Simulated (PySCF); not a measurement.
Input of a run (PBE0-D3(BJ)/def2-SVP geometry optimisation, gas phase, def2 core potentials past Kr (PySCF 2.14.0)), started from GFN2-xTB:
```
{"job": {"xc": "PBE0", "basis": "def2-SVP", "d3": "d3bj", "grid": 1, "maxiter": 30, "shake": 0.03, "kind": "geom"}, "charge": 0, "multiplicity": 1}
Zr    -0.252920    -0.077130    -0.213340
O     -0.425350     0.195030     1.597230
H     -0.080230     0.108310     2.452370
O      1.490590    -0.192660    -0.910050
H      2.334390    -0.122910    -0.841580
Cl    -1.359430     1.728620    -1.308650
Cl    -1.615180    -1.741260    -0.844540
```

Output (energies in Eh, forces in Eh/bohr):
```
step   0  E = -1118.50070687  max force = 0.173909
step   1  E = -1118.52764502  max force = 0.024565
step   2  E = -1118.53067552  max force = 0.009261
step   3  E = -1118.53163330  max force = 0.007508
step   4  E = -1118.53237526  max force = 0.003070
step   5  E = -1118.53261669  max force = 0.002075
step   6  E = -1118.53299973  max force = 0.004541
step   7  E = -1118.53304773  max force = 0.001935
step   8  E = -1118.53305659  max force = 0.000826
step   9  E = -1118.53305845  max force = 0.001167
step  10  E = -1118.53306650  max force = 0.000525
step  11  E = -1118.53307031  max force = 0.000226
optimisation converged
```

Question: Summarise the run.

Answer: The energy falls by 0.881 eV over 12 energy and gradient evaluations, the largest force component goes from 0.1739 to 2.3e-04 Eh/bohr, and the atoms move by 0.214 Å rms after alignment. The bond that changes most is Zr1–Cl7 (ends: zirconium bonded to 2 Cl and 2 O; chlorine bonded to Zr), which lengthens by 0.117 Å. Bonds longer at the end by more than 0.005 Å: 5 of 6; shorter: 1. Among the angles that change most is Zr1–O2–H3, from 149.3° to 176.6°. The energy never rose by more than 1e-6 Eh on the way. The first step brought 83 % of the lowering.

Question: What are the final bond lengths?

Answer: Zr1–O2 1.894 Å, Zr1–O4 1.894 Å, Zr1–Cl6 2.358 Å, Zr1–Cl7 2.358 Å, O2–H3 0.957 Å, O4–H5 0.957 Å. Numbering counts from 1 in the input's order; the species is Zr(OH)2Cl2, `[OH][Zr]([OH])([Cl])[Cl]`.

The run used 105 basis functions and 85 SCF cycles in all. The run took 62 s of wall time on one thread of an AMD EPYC 7R43, shared host with 256 logical CPUs at a one-minute load of 70, and the process peaked at 0.42 GiB of memory.

Whether it is a minimum is left open (no frequencies).
